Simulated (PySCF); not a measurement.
## Zn: excitation energy

Zn [Ar] 3d10 4s2 (1S) → Zn [Ar] 3d9 4s2 5s1 (3D), as a difference of total energies. All numbers are calculated (PySCF 2.14, the non-relativistic Hamiltonian (point nucleus), in dyall-av2z). Correlated levels: valence: [Ar] frozen; virtual orbitals above 40 to 60 times the deepest correlated orbital energy dropped. The calculations carry no spin-orbit coupling.

```json
{"method": "UHF", "excitation energy (eV)": "12.471"}
{"method": "MP2 (valence)", "excitation energy (eV)": "15.184"}
{"method": "SCS-MP2 (valence)", "excitation energy (eV)": "14.844"}
{"method": "CCSD (valence)", "excitation energy (eV)": "14.504"}
{"method": "CCSD(T) (valence)", "excitation energy (eV)": "14.667"}
```

Question: How much does correlation contribute at CCSD(T) (valence)?

Answer: 14.667 − (12.471) = 2.196 eV, measured against UHF.

A first-order spin-orbit estimate (lowest level to lowest level, LS coupling) adds -0.137 eV.

The upper state lies above the first ionisation limit, where it may autoionise and the basis confines it. A Rydberg-like electron needs more diffuse functions than a valence basis has.

The promoted electron is Rydberg-like, and one or two diffuse shells describe it only roughly, which tends to raise the upper state.
